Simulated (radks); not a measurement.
Species: neutral gallium. Configuration: [Ar] 3d10 4s2 4p1 (the NIST ground configuration). Method: non-relativistic Kohn-Sham, PBE, spin-unpolarised, spherical densities, point nucleus; hard spherical wall at 8 bohr; computed with a radial shooting solver on a logarithmic mesh with Libxc functionals.

Unscreened Slater integrals over Kohn-Sham orbitals (eV). Empty in this configuration: 5s.

| integral | value |
|---|---|
| F0(4p,4p) | 7.7533 |
| F2(4p,4p) | 3.9679 |
| F0(4p,4s) | 8.7417 |
| G1(4p,4s) | 5.4245 |
| F0(4p,3d) | 10.225 |
| F2(4p,3d) | 1.6892 |
| G1(4p,3d) | 0.64568 |
| G3(4p,3d) | 0.52486 |
| F0(4p,3p) | 10.311 |
| F2(4p,3p) | 1.3636 |
| G0(4p,3p) | 0.29612 |
| G2(4p,3p) | 0.33259 |
| F0(4p,5s) | 5.8310 |
| G1(4p,5s) | 1.1254 |
| F0(4s,4s) | 10.325 |
| F0(4s,3d) | 13.316 |
| G2(4s,3d) | 1.2535 |
| F0(4s,3p) | 13.503 |
| G1(4s,3p) | 0.69163 |
| F0(4s,5s) | 6.2171 |
| G0(4s,5s) | 0.60264 |
| F0(3d,3d) | 31.548 |
| F2(3d,3d) | 14.493 |
| F4(3d,3d) | 8.9984 |
| F0(3d,3p) | 33.513 |
| F2(3d,3p) | 15.753 |
| G1(3d,3p) | 19.366 |
| G3(3d,3p) | 11.777 |
| F0(3d,5s) | 7.0553 |
| G2(3d,5s) | 0.33488 |
| F0(3p,3p) | 35.985 |
| F2(3p,3p) | 17.970 |
| F0(3p,5s) | 7.1150 |
| G1(3p,5s) | 0.22019 |
| F0(5s,5s) | 5.0839 |

Derived for the open shells (J is the average intra-shell exchange parameter used in DFT+U). 4p: J = F2/5 = 0.7936 eV.
